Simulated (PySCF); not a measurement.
Nb(O)(OH)(NH2)2 (H5N2NbO2), SMILES [NH2][Nb]([NH2])(=[O])[OH], multiplicity 1.

The structure is a stationary point at PBE0-D3(BJ)/def2-SVP. The spin state was assumed, not searched. The structure was generated by enumeration; whether it is a known compound was not checked. The def2 effective core potentials stand for the cores of Nb; spin–orbit coupling is left out. The values are those of a single conformer.

Computed with PBE0-D3(BJ)/def2-SVP in PySCF.

Frequencies are harmonic and unscaled.

Problem. Estimate the vibrational spectrum. (Estimate from the structure and the level; the computed values follow.)

Solution. 
```tsv
mode	ν (cm⁻¹)	IR (km/mol)	moving atoms (share of kinetic energy)
1	171	0.0	H 43 %, O 38 %, N 17 %
2	180	11.3	O 49 %, H 23 %, N 16 %, Nb 13 %
3	186	7.2	H 37 %, O 31 %, N 21 %, Nb 12 %
4	192	3.8	N 53 %, H 25 %, O 16 %
5	198	1.1	N 29 %, H 28 %, O 26 %, Nb 17 %
6	297	38.1	H 78 %, O 17 %
7	329	70.4	H 61 %, O 30 %
8	374	3.3	H 88 %, O 11 %
9	454	133.3	H 79 %, N 20 %
10	467	200.7	H 74 %, O 24 %
11	498	225.7	H 73 %, N 25 %
12	549	0.3	H 78 %, N 20 %
13	569	18.0	H 75 %, N 19 %
14	689	48.0	N 72 %, H 14 %
15	691	202.4	N 63 %, Nb 23 %, H 13 %
16	727	161.7	O 64 %, Nb 21 %, H 12 %
17	1042	190.6	O 84 %, Nb 16 %
18	1506	40.4	H 89 %, N 11 %
19	1510	25.3	H 90 %, N 10 %
20	3579	104.8	H 96 %
21	3582	44.7	H 96 %
22	3680	9.5	H 92 %, N 8 %
23	3680	63.7	H 92 %, N 8 %
24	3956	225.6	H 94 %
```
